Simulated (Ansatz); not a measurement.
`BC[O][GaH2]` + `CS[SiH2]O` → `BO[SiH2]SC` + `C[O][GaH2]`  (ligand exchange at a B–C bond)

Calculated with Ansatz (gas phase, PBE0-D4/def2-TZVP geometries, no zero-point term in ΔE). CCSD(T)/CBS is the MP2 limit (def2-TZVPP, def2-QZVPP) plus CCSD(T) − MP2 in def2-TZVPP, frozen cores. DFT in def2-TZVPP. For Ga outer-core shells are correlated without core-valence functions, which leaves a few kJ/mol of doubt a bond. Scalar relativity is left out up to krypton. One conformer a species, not always the lowest.

Q: Is it downhill or uphill in electronic energy at CCSD(T)/CBS, and by how much? (Estimate.)

A: The calculation gave: Downhill: ΔE = -134.9 kJ/mol.

Q: What do these levels give: B2PLYP, PBE0, SCS-MP2/def2-TZVPP, HF/def2-QZVPP, MP2/def2-QZVPP, CCSD/CBS(def2)? (Best estimate.)

A: Computed: B2PLYP -138.8, PBE0 -128.4, SCS-MP2/def2-TZVPP -140.8, HF/def2-QZVPP -147.2, MP2/def2-QZVPP -137.2, CCSD/CBS(def2) -135.1 kJ/mol.

Largest T1 diagnostic among the species: 0.015.

In def2-TZVPP, CCSD(T) changes the Hartree–Fock value by +8.7 kJ/mol (the triples alone add +0.3 kJ/mol) and MP2 by +7.8 kJ/mol.
